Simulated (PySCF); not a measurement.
A calculated (PBE, PySCF 2.14, dyall-av2z, no relativity, point nucleus) atom or ion has these occupied shells.

| shell | electrons | orbital energy (eV) | rms radius, mean of both spins (bohr) |
| --- | --- | --- | --- |
| 1s α | 1 | -4378.9 | 0.0853 |
| 1s β | 1 | -4378.9 | 0.0853 |
| 2s α | 1 | -477.63 | 0.376 |
| 2s β | 1 | -477.39 | 0.376 |
| 2p α | 3 | -395.80 | 0.343 |
| 2p β | 3 | -395.60 | 0.343 |
| 3s α | 1 | -62.814 | 1.16 |
| 3s β | 1 | -61.962 | 1.16 |
| 3p α | 3 | -41.982 | 1.27 |
| 3p β | 3 | -41.110 | 1.27 |
| 3d α | 1 | -11.792 | 1.86 |
| 4p α | 1 | -7.538 | 4.29 |

(1) Name the element and its charge.

## Answers

(1) Sc⁺ (scandium, charge +1), in [Ar] 3d1 4p1, one real determinant (an excited configuration).
